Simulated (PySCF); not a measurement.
Species: C2HF3O2.
Atom-mapped SMILES: `[O:1]=[CH:2][O:3][C:4]([F:5])([F:6])[F:7]` (hydrogens: H8 on C2)

Method: PySCF, PBE0-D3(BJ)/def2-SVP geometry optimisation, gas phase; density fitting, grid level 1; the optimiser is geomeTRIC in internal coordinates, started from a GFN2-xTB structure with every atom displaced at random (about 0.01 Å).

Step 5: E = -14310.0135 eV
```
atom  x, y, z in Å  |  force x, y, z in eV/Å
O1      1.2520   -1.2782    0.4956    0.088  -0.130  -0.127
C2      1.3557   -0.1861    0.0480   -0.050   0.150   0.329
O3      0.3165    0.6447   -0.2519   -0.064   0.045  -0.096
C4     -0.9786    0.2004   -0.0830    0.426   0.077  -0.070
F5     -1.2281   -0.8170   -0.8865   -0.164   0.026   0.029
F6     -1.7613    1.2145   -0.3929   -0.038  -0.166   0.050
F7     -1.1959   -0.1648    1.1647   -0.194   0.044  -0.002
H8      2.2954    0.3672   -0.1470   -0.004  -0.046  -0.112
```

Step 6: E = -14310.0232 eV
```
atom  x, y, z in Å  |  force x, y, z in eV/Å
O1      1.2715   -1.3008    0.4439   -0.006   0.026  -0.007
C2      1.3621   -0.1843    0.0563    0.037  -0.036   0.008
O3      0.3192    0.6449   -0.2374   -0.126  -0.018   0.056
C4     -0.9761    0.2023   -0.0774    0.072   0.026  -0.092
F5     -1.2332   -0.8276   -0.8627    0.015  -0.007   0.008
F6     -1.7597    1.2059   -0.4145   -0.005   0.015  -0.014
F7     -1.2266   -0.1365    1.1721    0.030  -0.006   0.048
H8      2.2985    0.3768   -0.1334   -0.016   0.000  -0.007
```

Q: Estimate the geometry and energy of step 7. (The exact step hangs on the optimiser's Hessian estimate; all steps are aligned on step 6, rigid shifts and turns removed.)

A: E = -14310.0237 eV, largest force 0.075 eV/Å
```
atom  x, y, z in Å  |  force x, y, z in eV/Å
O1      1.2680   -1.3039    0.4351    0.000   0.024   0.018
C2      1.3600   -0.1841    0.0579    0.025  -0.042  -0.050
O3      0.3175    0.6476   -0.2317   -0.043   0.012   0.028
C4     -0.9753    0.2034   -0.0773    0.063   0.012  -0.038
F5     -1.2260   -0.8306   -0.8592   -0.014   0.009   0.011
F6     -1.7605    1.2044   -0.4195   -0.008  -0.023  -0.002
F7     -1.2242   -0.1323    1.1744   -0.022  -0.003   0.022
H8      2.2961    0.3761   -0.1327    0.000   0.011   0.012
```

The energy changes by -0.0005 eV. The first-order estimate −F·Δx gives -0.0009 eV and the mean of the old and new forces, exact on a quadratic surface, -0.0004 eV. The step makes an angle of 75° with the force vector and moves no atom by more than 0.010 Å.

What follows is the cost of the whole optimisation. Time: 52 s wall; peak memory 0.42 GiB. Hardware: Arm Neoverse V2, one thread, shared host with 96 logical CPUs at a one-minute load of 58.
